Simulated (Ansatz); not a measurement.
Two structures, one formula

The two ends of one reaction step of Si2H5F3, singlet (PBE0-D4/def2-TZVP).

A:

```
10
angstrom
Si -0.9754 -0.7013 -0.7525
Si 0.1195 1.2825 -0.2164
F -0.8079 -1.0705 -2.2812
F -0.4264 -1.9309 0.0792
F -2.5283 -0.6114 -0.4663
H 2.0191 -0.7547 2.1288
H 1.5775 -1.2815 1.8375
H -0.0867 1.5698 1.2244
H 1.5654 1.1266 -0.5097
H -0.4568 2.3715 -1.0438
```

B:

```
10
angstrom
Si -0.7752 -1.9036 -0.3500
Si 0.8063 1.9238 0.3693
F -0.2840 -2.8780 -1.4825
F -1.7102 -2.7102 0.6241
F -1.6268 -0.7621 -1.0174
H 1.9026 1.2788 1.1366
H 0.3637 -1.3458 0.3767
H -0.4951 1.5869 1.0004
H 0.8217 1.4149 -1.0257
H 0.9969 3.3953 0.3683
```

Ansatz 0.2.0; basis: def2-TZVPP; cores frozen in the correlated methods. B3LYP uses VWN-RPA correlation.

(1) Which structure is lower at CCSD(T), and by how much? (An estimate is asked for; the value comes from the calculation.)

The T1 diagnostic stays at or below 0.013.

Answers

(1) The calculation gives: B, by 0.364 eV (electronic energy, against the other). By their contacts, A is a complex of Si₂H₃F₃ ([F][Si]([F])([F])[SiH3]) + H₂ and B is a complex of SiHF₃ ([F][SiH]([F])[F]) + SiH₄.

All methods give the same order:

```json
{"method": "SPW92", "E(B) − E(A) (eV)": "-0.170"}
{"method": "PBE-D4", "E(B) − E(A) (eV)": "-0.133"}
{"method": "BLYP-D4", "E(B) − E(A) (eV)": "-0.221"}
{"method": "r2SCAN-D4", "E(B) − E(A) (eV)": "-0.245"}
{"method": "B97M-V", "E(B) − E(A) (eV)": "-0.290"}
{"method": "PBE0-D4", "E(B) − E(A) (eV)": "-0.219"}
{"method": "B3LYP-D4", "E(B) − E(A) (eV)": "-0.288"}
{"method": "r2SCAN0-D4", "E(B) − E(A) (eV)": "-0.298"}
{"method": "BHLYP-D4", "E(B) − E(A) (eV)": "-0.377"}
{"method": "CAM-B3LYP-D4", "E(B) − E(A) (eV)": "-0.348"}
{"method": "wB97X-V", "E(B) − E(A) (eV)": "-0.295"}
{"method": "wB97M-V", "E(B) − E(A) (eV)": "-0.339"}
{"method": "B2PLYP", "E(B) − E(A) (eV)": "-0.365"}
{"method": "PBE-QIDH", "E(B) − E(A) (eV)": "-0.325"}
{"method": "RPA on PBE", "E(B) − E(A) (eV)": "-0.394"}
{"method": "HF", "E(B) − E(A) (eV)": "-0.598"}
{"method": "MP2", "E(B) − E(A) (eV)": "-0.379"}
{"method": "CCSD", "E(B) − E(A) (eV)": "-0.409"}
{"method": "CCSD(T)", "E(B) − E(A) (eV)": "-0.364"}
```

Labels in which every atom is bracketed show which atoms are joined, not bond orders.

For scale, one of the runs: CCSD(T)/def2-TZVPP, 247 basis functions, launched by `ansatz run in.yaml --threads 8 --pin off --events-out ev --progress --plain --max-ram 19148MiB`. Hardware: 8 CPU threads of an Intel Xeon 6975P-C, shared host. Wall time 21 s; peak host memory 5.7 GiB.
